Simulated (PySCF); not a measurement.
A structure optimised at PBE-D3(BJ)/def2-SVP, used in a PySCF frequency run:

```xyz
6

Bi    -0.0610     0.1479     0.9166
Br    -1.9407    -1.7084     0.5093
Te    -0.9326     1.7287    -1.3392
H      0.4751     2.6530    -1.2620
Te     2.2714    -0.8374    -0.4610
H      2.8959    -1.4814     0.9691
```

### Question
Write its SMILES and formula.

### Answer
[Br][Bi]([TeH])[TeH], BiBrH2Te2

### Question
What are its rotational constants (standard atomic weights)?

### Answer
0.46525, 0.36036, 0.25073 GHz
